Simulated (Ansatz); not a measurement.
Two structures, one formula

The two ends of one reaction step of BN2H4Cl, singlet (PBE0-D4/def2-TZVP).

A:

```xyz
8
angstrom
B -0.3129 0.2178 0.0710
N 0.8027 0.8466 -0.5043
N -0.3758 -1.1438 0.4073
H 0.3799 -1.7884 0.2623
Cl -1.7570 1.2230 0.3992
H 0.8012 1.8241 -0.7280
H 1.6579 0.3698 -0.7252
H -1.1960 -1.5492 0.8177
```

B:

B1  (-0.527, -0.031, 0.313)
N2  (0.807, 0.347, -0.485)
N3  (-0.693, -1.335, 0.434)
H4  (1.213, -0.560, -0.711)
Cl5  (-1.370, 1.490, 0.790)
H6  (0.620, 0.868, -1.338)
H7  (1.459, 0.892, 0.074)
H8  (-1.510, -1.672, 0.924)
(Å)

Ansatz 0.2.0; basis: def2-TZVPP; cores frozen in the correlated methods. B3LYP uses VWN-RPA correlation.

Task: Which structure is lower at CCSD(T), and by how much? (An estimate is asked for; the value comes from the calculation.)

Result: By the calculation: A, by 44.70 kcal/mol (electronic energy, against the other). By their contacts, A is BN₂H₄Cl ([NH2][B]([NH2])[Cl]) and B is BN₂H₄Cl ([NH][B]([NH3])[Cl]).

All methods give the same order:

```json
{"method": "SPW92", "E(B) − E(A) (kcal/mol)": "44.29"}
{"method": "PBE-D4", "E(B) − E(A) (kcal/mol)": "43.06"}
{"method": "BLYP-D4", "E(B) − E(A) (kcal/mol)": "43.20"}
{"method": "r2SCAN-D4", "E(B) − E(A) (kcal/mol)": "45.55"}
{"method": "B97M-V", "E(B) − E(A) (kcal/mol)": "45.95"}
{"method": "PBE0-D4", "E(B) − E(A) (kcal/mol)": "46.13"}
{"method": "B3LYP-D4", "E(B) − E(A) (kcal/mol)": "45.89"}
{"method": "r2SCAN0-D4", "E(B) − E(A) (kcal/mol)": "47.57"}
{"method": "BHLYP-D4", "E(B) − E(A) (kcal/mol)": "49.22"}
{"method": "CAM-B3LYP-D4", "E(B) − E(A) (kcal/mol)": "47.60"}
{"method": "wB97X-V", "E(B) − E(A) (kcal/mol)": "47.26"}
{"method": "wB97M-V", "E(B) − E(A) (kcal/mol)": "46.23"}
{"method": "B2PLYP", "E(B) − E(A) (kcal/mol)": "45.55"}
{"method": "PBE-QIDH", "E(B) − E(A) (kcal/mol)": "47.02"}
{"method": "RPA on PBE", "E(B) − E(A) (kcal/mol)": "43.50"}
{"method": "HF", "E(B) − E(A) (kcal/mol)": "52.69"}
{"method": "MP2", "E(B) − E(A) (kcal/mol)": "44.83"}
{"method": "CCSD", "E(B) − E(A) (kcal/mol)": "46.34"}
{"method": "CCSD(T)", "E(B) − E(A) (kcal/mol)": "44.70"}
```

T1 diagnostic: at most 0.012.

Labels in which every atom is bracketed show which atoms are joined, not bond orders.

For scale, one of the runs: CCSD(T)/def2-TZVPP, 191 basis functions, launched by `ansatz run in.yaml --threads 2 --pin off --events-out ev --progress --plain --max-ram 4352MiB`. Time: 64 s of wall clock on 2 CPU threads of an Arm Neoverse V1; the host was shared. Peak host memory: 2.1 GiB.
